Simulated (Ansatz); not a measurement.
Consider the hydrogenolysis of a Ge–Cl bond: `[Cl][GeH3]` + H₂ → GeH₄ + HCl.

Program: Ansatz. Geometries: PBE0-D4/def2-TZVP. ΔE: electronic, gas phase. CCSD(T)/CBS is the MP2 limit (def2-TZVPP, def2-QZVPP) plus CCSD(T) − MP2 in def2-TZVPP, frozen cores. This one scheme is used for every species. DFT in def2-TZVPP. HSE06 is defined as in plane-wave codes. For Ge outer-core shells are correlated without core-valence functions, which leaves a few kJ/mol of doubt a bond. Scalar relativity is left out up to krypton.

| level | ΔE (eV) |
| --- | --- |
| HSE06-D4 | 0.51 |
| PBE0 | 0.48 |
| HF/def2-TZVPP | 0.49 |
| MP2/def2-TZVPP | 0.56 |

Question: What does CCSD(T)/CBS give? (Estimate.)

Answer: Computed: +0.50 eV. The listed levels differ from it by 0.01, -0.02, -0.01, 0.06 eV.

Largest T1 diagnostic among the species: 0.012.

Leaving LDA and LC-ωPBE aside and taking each functional with its dispersion term where it has one, the values, not all of them listed here, spread over 0.07 eV, from CAM-B3LYP-D4 to revPBE-D4. LDA lies −0.08 eV from PBE without D4. At CCSD(T), def2-SVP lies −0.14 eV from the extrapolated value and def2-TZVPP −0.03 eV.
